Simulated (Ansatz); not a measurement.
Basis sets compared for [Tm(NH3)6]3+ (TmN₆H₁₈³⁺). Total charge 3; triplet. Geometry PBE-D4/def2-SVP. Ansatz on 4 threads of Arm Neoverse V2 on a shared host; times are rough, and most runs start from earlier orbitals.

```xyz
25

Tm    0.004    0.000    0.002
N     1.671    1.704   -0.690
H     2.427    1.893   -0.006
H     1.293    2.652   -0.882
H     2.196    1.488   -1.559
N    -1.670   -1.707    0.668
H    -2.452   -1.849    0.000
H    -2.163   -1.528    1.564
H    -1.304   -2.670    0.801
N     0.519    0.547    2.346
H     1.270   -0.026    2.776
H    -0.273    0.436    3.008
H     0.837    1.521    2.513
N    -0.533   -0.556   -2.335
H    -0.717   -1.561   -2.518
H     0.201   -0.316   -3.030
H    -1.380   -0.088   -2.712
N     1.789   -1.691   -0.002
H     2.751   -1.303    0.010
H     1.794   -2.322   -0.826
H     1.784   -2.348    0.802
N    -1.772    1.704    0.014
H    -2.736    1.325    0.071
H    -1.804    2.320   -0.821
H    -1.731    2.376    0.804
```

In the def2 sets Tm takes a core potential; there is no spin–orbit coupling. With an open 4f shell the SCF may have ended on a state above the lowest. No other spin state of charge 3 was run.

```json
{"level": "PBE-D4/def2-SVP", "functions": "255", "energy (Eh)": "-1423.8055", "HOMO (eV)": "-19.29", "LUMO (eV)": "-18.56", "wall time": "42 s"}
{"level": "PBE0-D4/def2-SVP", "functions": "255", "energy (Eh)": "-1423.5534", "HOMO (eV)": "-21.53", "LUMO (eV)": "-15.28", "wall time": "2.6 min"}
```

(1) Estimate the rows for PBE-D4/def2-TZVP, PBE0-D4/def2-TZVP.

Results:

(1) 
```csv
level,functions,energy (Eh),HOMO (eV),LUMO (eV),wall time
PBE-D4/def2-TZVP,390,-1424.2354,-19.37,-18.62,72 s
PBE0-D4/def2-TZVP,390,-1423.9700,-21.51,-15.24,11 min
```
